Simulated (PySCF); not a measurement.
Geometries of 3 isomers of C4H10GaN, from PBE0-D3(BJ)/def2-SVP geometry optimisation, gas phase (PySCF). One conformer each, no zero-point energy, no frequencies.

Question: Which is lowest in electronic energy at this level?
A.
```xyz
16
angstrom
C      3.400   -0.358   -0.410
C      2.402   -0.026    0.416
C      1.197    0.773    0.066
Ga    -0.421   -0.354   -0.167
N     -2.030    0.390    0.247
C     -3.337   -0.206    0.130
H      3.417   -0.021   -1.452
H      4.234   -0.979   -0.074
H      2.447   -0.398    1.449
H      0.971    1.525    0.840
H      1.344    1.313   -0.886
H     -0.454   -1.829   -0.690
H     -2.060    1.340    0.600
H     -3.251   -1.235   -0.252
H     -3.868   -0.268    1.099
H     -3.998    0.341   -0.568
```
B.
```xyz
16
angstrom
Ga     2.543    0.324   -0.071
N      0.796   -0.179   -0.143
C     -0.163    0.120   -1.186
C     -1.443    0.539   -0.436
C     -1.278   -0.076    0.972
C      0.039   -0.862    0.885
H      3.075    1.125   -1.303
H      3.325   -0.082    1.221
H      0.214    0.891   -1.874
H     -0.371   -0.785   -1.792
H     -2.347    0.182   -0.950
H     -1.516    1.634   -0.376
H     -2.124   -0.716    1.262
H     -1.194    0.718    1.730
H      0.590   -0.904    1.837
H     -0.172   -1.908    0.582
```
C.
```xyz
16
angstrom
C     -2.359   -1.231    0.485
C     -1.294   -0.431    0.311
C     -1.460    1.034    0.024
Ga     0.448   -1.317    0.461
N      2.022   -0.425    0.255
C      2.282    0.962   -0.028
H     -2.257   -2.301    0.696
H     -3.387   -0.848    0.424
H     -2.523    1.326   -0.023
H     -0.991    1.312   -0.934
H     -0.974    1.652    0.797
H      0.572   -2.848    0.768
H      2.873   -0.969    0.352
H      2.869    1.460    0.767
H      1.339    1.520   -0.120
H      2.833    1.111   -0.977
```

Answer: B. That is `[GaH2][N]1CCCC1`, 12.9 kcal/mol below the next.

| SMILES | atoms numbered as above | E (Eh) | relative (kcal/mol) | relative (kJ/mol) | dipole (D) |
| --- | --- | --- | --- | --- | --- |
| [GaH2][N]1CCCC1 | [GaH2:1][N:2]1[CH2:3][CH2:4][CH2:5][CH2:6]1 | -2137.14871 | 0.0 | 0.0 | 1.03 |
| C=[C](C)[GaH][NH]C | [CH2:1]=[C:2]([CH3:3])[GaH:4][NH:5][CH3:6] | -2137.12818 | 12.9 | 53.9 | 1.11 |
| C=C[CH2][GaH][NH]C | [CH2:1]=[CH:2][CH2:3][GaH:4][NH:5][CH3:6] | -2137.12651 | 13.9 | 58.3 | 1.56 |

As drawn, the highest has an N–H bond and a C=C bond outside aromatic rings, which the lowest lacks.
